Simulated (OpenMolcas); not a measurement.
**N: Slater's ratio, worked from levels**

```json
{
  "Program": "OpenMolcas 26.06",
  "Basis": "ANO-R2 [4s4p2d1f]",
  "Scalar Hamiltonian": "X2C, finite nucleus",
  "Active space": "3 electrons in 3 orbitals (2p)",
  "State averaging": "2S+1 = 4 odd, 1 root; 2S+1 = 2 odd, 8 roots",
  "Spin-orbit coupling": "state interaction with AMFI integrals over the reference wave functions, term energies averaged over their components"
}
```

Methods: CASSCF; SS-CASPT2, IPEA 0.25 Eh, imaginary shift 0.1 Eh (closed shells correlated: 1s 2s). Measured levels: NIST Handbook of Basic Atomic Spectroscopic Data.

**Slater's ratio.** With one set of orbitals, p3 has ²D° - ⁴S° = 9 F2 and ²P° - ²D° = 6 F2 (F2 = F²/25), a ratio of 2/3. Term energies are centres of gravity, weighted by 2J + 1.

```tsv
Source	²D° - ⁴S°	²P° - ⁴S°	F2 from the first	Ratio
CASSCF	23010	37993	2557	0.651
SS-CASPT2	19627	31083	2181	0.584
measured	19228	28839	2136	0.500
```

Energies in cm-1. A ratio away from 2/3 shows effects beyond one configuration with one set of orbitals, and in heavier atoms second-order spin-orbit shifts.

Term energies are means over components that CASPT2 splits; among the terms shown or strongly mixed into the levels shown the widest spread is 130 cm-1 (2s² 2p³ ²D°, SS-CASPT2). With the s shell closed, the reference lacks s² → p² mixing. Without dynamic correlation excited terms often stand tens of per cent too high (terms of higher spin than the ground term too low), and those without a measured partner can miss by more than the paired ones (holds for CASSCF). Measured partners are found by configuration, term and J. A level has none where our copy of the source lacks it or the pairing is in doubt (some pairs that miss far off the trend of their configuration count as doubtful), and it then counts in no deviation. Only configurations of the active space appear.

° marks odd parity.
